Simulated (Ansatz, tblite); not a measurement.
Cost and result up the ladder for the cluster Au₃⁺ (the lowest singlet isomer of a short search) (3 atoms). Charge 1, multiplicity 1. Geometry: PBE0-D4/def2-TZVP.

| atom | x (Å) | y (Å) | z (Å) |
| --- | --- | --- | --- |
| Au1 | -0.3069 | -1.1223 | 0.9848 |
| Au2 | 1.0235 | 1.0708 | 0.3596 |
| Au3 | -0.7166 | 0.0514 | -1.3444 |

Ansatz on 4 threads of Arm Neoverse V1 on a shared host; xTB runs through tblite on one thread. Times are rough, summed over both states, and most runs start from the orbitals of an earlier one. PBE-QIDH/def2-TZVP serves as the yardstick here, not as an exact answer. The other state is a triplet at its own geometry.

In the def2 sets Au takes a core potential; there is no spin–orbit coupling. The xTB rows come from tblite. B3LYP takes the VWN-RPA correlation. HSE06 is defined as in plane-wave codes, on full-range PBE exchange. Correlated methods freeze no core orbitals; core or outer-core shells of Au are correlated, in sets that lack core-valence functions. HOMO above LUMO, or a gap near zero within one spin, warns that the state may not be the lowest or that an electron is smeared out. At PBE0-D4/def2-TZVP a singlet of charge 1 lies 2.57 eV below the triplet, each at its own geometry. The structure comes from a short search, and lower isomers may exist.

Second-order perturbation terms are unreliable where d shells bring near-degenerate states, and here PBE-QIDH/def2-TZVP lies more than 0.4 eV from the median of the functionals without such a term.

Correlated methods converge slowly with the basis.

xTB has no spin-polarisation term.

```
                           level  functions  wall time
                        GFN2-xTB         27    0.005 s
                        GFN1-xTB         27    0.006 s
                    HF/def2-TZVP        120      2.8 s
                PBE-D4/def2-TZVP        120        4 s
              B3LYP-D4/def2-TZVP        120      6.4 s
HSE06-D4/def2-TZVP (with forces)        120      7.2 s
               RPA@PBE/def2-TZVP        120        8 s
             r2SCAN-D4/def2-TZVP        120        9 s
              PBE-QIDH/def2-TZVP        120       12 s
```

**Question.** Estimate what each level gives for the triplet − singlet (eV).

**Answer.** 
```json
{"level": "GFN2-xTB", "triplet − singlet (eV)": "3.68", "difference from PBE-QIDH/def2-TZVP (eV)": "0.59", "remarks": "–"}
{"level": "GFN1-xTB", "triplet − singlet (eV)": "0.62", "difference from PBE-QIDH/def2-TZVP (eV)": "-2.47", "remarks": "–"}
{"level": "HF/def2-TZVP", "triplet − singlet (eV)": "3.02", "difference from PBE-QIDH/def2-TZVP (eV)": "-0.07", "remarks": "–"}
{"level": "PBE-D4/def2-TZVP", "triplet − singlet (eV)": "2.13", "difference from PBE-QIDH/def2-TZVP (eV)": "-0.96", "remarks": "gap within one spin near zero (triplet)"}
{"level": "B3LYP-D4/def2-TZVP", "triplet − singlet (eV)": "2.46", "difference from PBE-QIDH/def2-TZVP (eV)": "-0.63", "remarks": "–"}
{"level": "HSE06-D4/def2-TZVP (with forces)", "triplet − singlet (eV)": "2.55", "difference from PBE-QIDH/def2-TZVP (eV)": "-0.54", "remarks": "–"}
{"level": "RPA@PBE/def2-TZVP", "triplet − singlet (eV)": "2.09", "difference from PBE-QIDH/def2-TZVP (eV)": "-1.00", "remarks": "–"}
{"level": "r2SCAN-D4/def2-TZVP", "triplet − singlet (eV)": "2.13", "difference from PBE-QIDH/def2-TZVP (eV)": "-0.96", "remarks": "–"}
{"level": "PBE-QIDH/def2-TZVP", "triplet − singlet (eV)": "3.09", "difference from PBE-QIDH/def2-TZVP (eV)": "0.00", "remarks": "–"}
```
